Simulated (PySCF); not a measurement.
Simulation results for BGeH$_{6}$NSi, BGeH$_{5}$NSi, BGeH$_{4}$N$_{2}$

Calculation on a computer-drawn molecule: the log of a Hartree-Fock and frozen-core CCSD(T) single point meant for a local Hartree-Fock minimum, with one planted fault or none, to be diagnosed. Offsets are logged minus clean, where the clean run is the same molecule without the fault. The reference is restricted for singlets and unrestricted otherwise, and also for a bond in bohr or an excited solution. Adding or removing an electron swaps singlet and doublet. The excited solution moves the top pair (singlet) or top alpha electron (doublet) to the lowest empty orbital. Highest occupied and lowest empty are orbital energies over both spins, largest force is the largest gradient component, triples share is (T) over the correlation energy, the T1 limit is 0.02 restricted and 0.045 unrestricted, electrons count all cores, a negative frequency is imaginary (commonest isotopes), and the dipole is about the centre of nuclear charge; on germanium a core potential holds 10 electrons, which the energies leave out, and 3d is frozen in MP2 and coupled-cluster steps. Program: PySCF 2.14.0.

Common to all runs: meant basis and core potential on germanium cc-pVDZ-PP ECP10MDF; logged SCF converged yes; possible faults no fault, one electron removed, one electron added, multiplicity raised by two, geometry at a saddle point, SCF held on an excited solution, minimal basis STO-3G, one bond length entered in bohr, all coordinates scaled.

(1) 
```xyz
10
formula=BGeH6NSi meant_charge=0 meant_multiplicity=1 meant_basis=cc-pV(D+d)Z logged_electrons=64 logged_basis_functions=104 logged_spin_squared=0.7857 logged_highest_occupied=-10.405 logged_lowest_empty=1.3686 logged_largest_force=0.053817 logged_T1_diagnostic=0.063565 logged_D1_diagnostic=0.29644 logged_triples_share=0.041246 logged_CC_converged=yes logged_dipole_magnitude=0.16213 logged_SCF_stable_within_its_kind=yes logged_energy_HF=-664.77592 logged_energy_CCSD(T)=-665.29656 planted_fault=one_bond_length_entered_in_bohr,row_4_of_the_drawn_bonds HF_energy_offset_from_clean_run=109.9 CCSD(T)_energy_offset_from_clean_run=106
N     -2.3328    -1.4249    -1.3368
B     -1.7449    -1.2772    -0.2680
Si    -0.7633    -1.0046     1.4596
Ge     0.8131     0.8035     1.2577
H     -3.2318    -1.6597    -2.9510
H     -1.7442    -0.6982     2.5265
H     -0.0504    -2.2549     1.8097
H      1.8416     0.4932     0.1653
H      1.5526     1.0065     2.5852
H      0.0879     2.1039     0.8961
```

Units: logged_highest_occupied, logged_lowest_empty in eV; logged_largest_force in hartree/bohr; logged_dipole_magnitude in debye; logged_energy_HF, logged_energy_CCSD(T) in hartree; HF_energy_offset_from_clean_run, CCSD(T)_energy_offset_from_clean_run in kcal/mol.

Drawn bonds:
```tsv
atom	other atom	order
1	2	2
2	3	1
3	4	1
1	5	1
3	6	1
3	7	1
4	8	1
4	9	1
4	10	1
```

Notes: T1 above single-reference limit.

(2) 
```xyz
9
formula=BGeH5NSi meant_charge=0 meant_multiplicity=2 meant_basis=cc-pV(D+d)Z logged_electrons=63 logged_basis_functions=99 logged_spin_squared=0.7931 logged_highest_occupied=-3.6367 logged_lowest_empty=-1.5246 logged_largest_force=0.063913 logged_dipole_magnitude=2.1446 logged_SCF_stable_within_its_kind=no logged_energy_HF=-664.15667
N      1.0693     2.3263     1.0801
B      0.9598     1.1428     0.7646
Si     0.7413    -0.7546     0.1985
Ge    -1.2096    -1.8426     1.0799
H      1.1644     3.2727     1.3378
H      1.9876    -1.5212     0.4294
H     -1.1353    -1.9780     2.6049
H     -1.3282    -3.2410     0.4662
H     -2.4532    -1.0282     0.7143
```

Units: logged_highest_occupied, logged_lowest_empty in eV; logged_largest_force in hartree/bohr; logged_dipole_magnitude in debye; logged_energy_HF in hartree.

Drawn bonds:
```tsv
atom	other atom	order
1	2	2
2	3	1
3	4	1
1	5	1
3	6	1
4	7	1
4	8	1
4	9	1
```

Notes: coupled-cluster numbers left out as unreliable.

(3) 
```xyz
9
formula=BGeH5NSi meant_charge=0 meant_multiplicity=2 meant_basis=cc-pV(D+d)Z logged_electrons=63 logged_basis_functions=99 logged_spin_squared=0.7621 logged_highest_occupied=-8.8507 logged_lowest_empty=0.71226 logged_largest_force=4.642e-06 logged_lowest_frequency=77.844 logged_T1_diagnostic=0.017341 logged_D1_diagnostic=0.048538 logged_triples_share=0.034362 logged_CC_converged=yes logged_dipole_magnitude=0.2017 logged_SCF_stable_within_its_kind=yes logged_energy_HF=-664.33788 logged_energy_CCSD(T)=-664.82674
N      1.0693     2.3263     1.0801
B      0.9598     1.1428     0.7646
Si     0.7413    -0.7546     0.1985
Ge    -1.2096    -1.8426     1.0799
H      1.1644     3.2727     1.3378
H      1.9876    -1.5212     0.4294
H     -1.1353    -1.9780     2.6049
H     -1.3282    -3.2410     0.4662
H     -2.4532    -1.0282     0.7143
```

Units: logged_highest_occupied, logged_lowest_empty in eV; logged_largest_force in hartree/bohr; logged_lowest_frequency in cm⁻¹; logged_dipole_magnitude in debye; logged_energy_HF, logged_energy_CCSD(T) in hartree.

Drawn bonds:
```tsv
atom	other atom	order
1	2	2
2	3	1
3	4	1
1	5	1
3	6	1
4	7	1
4	8	1
4	9	1
```

(4) 
```xyz
8
formula=BGeH4N2 meant_charge=1 meant_multiplicity=1 meant_basis=cc-pVDZ logged_electrons=54 logged_basis_functions=85 logged_spin_squared=0 logged_highest_occupied=-17.361 logged_lowest_empty=-4.6147 logged_largest_force=0.1233 logged_T1_diagnostic=0.016418 logged_D1_diagnostic=0.054857 logged_triples_share=0.031232 logged_CC_converged=yes logged_dipole_magnitude=1.5923 logged_SCF_stable_within_its_kind=yes logged_energy_HF=-428.99341 logged_energy_CCSD(T)=-429.51456
N     -1.3231     0.4107     2.1170
B     -0.4770     1.0749     1.7892
Ge     0.9216     2.1837     1.2486
N      2.1935     1.5267     0.5290
H     -2.0165    -0.1304     2.3861
H      0.9796     3.5687     1.4097
H      2.2758     0.6129     0.3627
H      2.9249     2.0247     0.2347
```

Units: logged_highest_occupied, logged_lowest_empty in eV; logged_largest_force in hartree/bohr; logged_dipole_magnitude in debye; logged_energy_HF, logged_energy_CCSD(T) in hartree.

Drawn bonds:
```tsv
atom	other atom	order
1	2	2
2	3	1
3	4	1
1	5	1
3	6	1
4	7	1
4	8	1
```

Questions
1. Which fault was planted in the run of BGeH$_{5}$NSi (entry 2)?
2. Which fault was planted in the run of BGeH$_{5}$NSi (entry 3)?
3. Which fault was planted in the run of BGeH$_{4}$N$_{2}$ (entry 4)?

## Answers
1. SCF held on an excited solution
2. no fault
3. all coordinates scaled, by -7.3 %

Further results for BGeH$_{5}$NSi (entry 2):

```
HF energy offset from clean run : 113.7 kcal/mol
```

Further results for BGeH$_{5}$NSi (entry 3):

```
HF energy offset from clean run      : 0 kcal/mol
CCSD(T) energy offset from clean run : 0 kcal/mol
```

Further results for BGeH$_{4}$N$_{2}$ (entry 4):

```
HF energy offset from clean run      : 39.45 kcal/mol
CCSD(T) energy offset from clean run : 53.15 kcal/mol
```
